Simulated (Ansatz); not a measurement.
C₂H₆BGaO (`B[CH2][Ga]1[CH2][O]1`), relaxed with RKS PBE0-D4/def2-TZVP in Ansatz 0.2.0 from a GFN2-xTB geometry. The force threshold is 0.005 eV/Å; the program also tests the step.

Charge 0, multiplicity 1.

Start:

```xyz
11

B    -1.093    1.100   -0.740
C     0.376    1.114   -1.155
Ga    1.435   -0.284    0.123
C     0.341   -1.686    1.477
O    -0.584   -1.096    0.856
H    -1.458    1.788    0.137
H    -1.861    0.427   -1.312
H     0.963    2.015   -0.939
H     0.639    0.740   -2.150
H     0.575   -1.422    2.521
H     0.665   -2.697    1.183
```

```
         step  energy (eV)  largest force (eV/Å)  largest move (Å)
            1  -57260.6741                 0.899             0.000
            2  -57260.7890                 0.815             0.167
            3  -57260.8347                 0.476             0.069
            4  -57260.8479                 0.291             0.026
            5  -57260.8538                 0.151             0.023
            6  -57260.8550                 0.062             0.013
            7  -57260.8557                 0.039             0.019
            8  -57260.8564                 0.056             0.037
            9  -57260.8567                 0.037             0.030
           10  -57260.8569                 0.037             0.030
11 (rejected)  -57260.8568                 0.075             0.040
           12  -57260.8571                 0.020             0.019
           13  -57260.8572                 0.012             0.018
           14  -57260.8572                 0.007             0.010
           15  -57260.8572                 0.003             0.005
```

End:

```xyz
11

B    -1.020    0.942   -0.687
C     0.436    1.102   -1.121
Ga    1.353   -0.293    0.012
C     0.269   -1.564    1.418
O    -0.721   -0.906    0.993
H    -1.457    1.613    0.202
H    -1.749    0.210   -1.290
H     0.968    2.014   -0.837
H     0.715    0.795   -2.133
H     0.733   -1.328    2.390
H     0.472   -2.584    1.053
```

It took 33 s on 4 threads of an Intel Xeon 6975P-C on a shared host, with 0.64 GiB of host memory at the peak.
